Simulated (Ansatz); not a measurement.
Consider the ligand exchange at the Sb–C bond: `S=[CH][SbH2]` + `C=N` → `C=[N][SbH2]` + `C=S`.

Calculated with Ansatz (gas phase, PBE0-D4/def2-TZVP geometries, no zero-point term in ΔE). CCSD(T)/CBS is the MP2 limit (def2-TZVPP, def2-QZVPP) plus CCSD(T) − MP2 in def2-TZVPP, frozen cores. This one scheme is used for every species. Functionals use def2-TZVPP. B3LYP here is the variant with VWN-RPA as its local correlation; programs differ in this. HSE06 is defined as in plane-wave codes. def2 core potentials past Kr. For Sb outer-core shells are correlated without core-valence functions, which leaves a few kJ/mol of doubt a bond.

```
             level  ΔE (kcal/mol)  difference from CCSD(T)/CBS
       LDA (SPW92)            2.0                          0.9
            PBE-D4            1.5                          0.4
         revPBE-D4            1.0                         -0.1
           BLYP-D4            0.1                         -1.0
         r2SCAN-D4            1.3                          0.2
            B97M-V           -0.2                         -1.3
           PBE0-D4            1.7                          0.6
          B3LYP-D4            0.4                         -0.7
        r2SCANh-D4            1.4                          0.3
        r2SCAN0-D4            1.5                          0.4
          HSE06-D4            1.8                          0.7
          BHLYP-D4            0.6                         -0.5
           ωB97X-V            0.2                         -0.9
           ωB97M-V            0.6                         -0.5
            B2PLYP            0.4                         -0.7
          PBE-QIDH            1.6                          0.5
               PBE            1.4                          0.3
            revPBE            1.3                          0.2
              BLYP           -0.1                         -1.2
              PBE0            1.5                          0.4
             B3LYP            0.1                         -1.0
           r2SCANh            1.3                          0.2
           r2SCAN0            1.5                          0.4
             HSE06            1.6                          0.5
             BHLYP            0.1                         -1.0
         CAM-B3LYP           -0.2                         -1.3
RPA@PBE/def2-TZVPP            0.1                         -1.0
       HF/def2-SVP            1.5                          0.4
      MP2/def2-SVP            2.0                          0.9
     CCSD/def2-SVP            1.8                          0.7
  CCSD(T)/def2-SVP            1.8                          0.7
     HF/def2-TZVPP           -0.3                         -1.4
    MP2/def2-TZVPP            1.4                          0.3
   CCSD/def2-TZVPP            0.8                         -0.3
CCSD(T)/def2-TZVPP            0.9                         -0.2
     HF/def2-QZVPP           -0.6                         -1.7
    MP2/def2-QZVPP            1.4                          0.3
SCS-MP2/def2-QZVPP            0.7                         -0.4
      HF/CBS(def2)           -0.6                         -1.7
     MP2/CBS(def2)            1.6                          0.5
       CCSD(T)/CBS            1.1                            0
```

**Question.** What do rigid-rotor, harmonic-oscillator terms from PBE0-D4/def2-TZVP frequencies (298.15 K, 1 bar) make of the CCSD(T)/CBS value? (Estimate.)

**Answer.** Computed: ΔZPE = -0.7 kcal/mol, ΔH = +0.3 kcal/mol, ΔS = -12 J/(mol·K), ΔG = +1.2 kcal/mol.

Largest T1 diagnostic among the species: 0.017.

In def2-TZVPP, CCSD(T) changes the Hartree–Fock value by +1.3 kcal/mol (the triples alone add +0.1 kcal/mol) and MP2 by +1.7 kcal/mol. Leaving LDA and LC-ωPBE aside and taking each functional with its dispersion term where it has one, the values spread over 1.9 kcal/mol, from B97M-V to HSE06-D4.
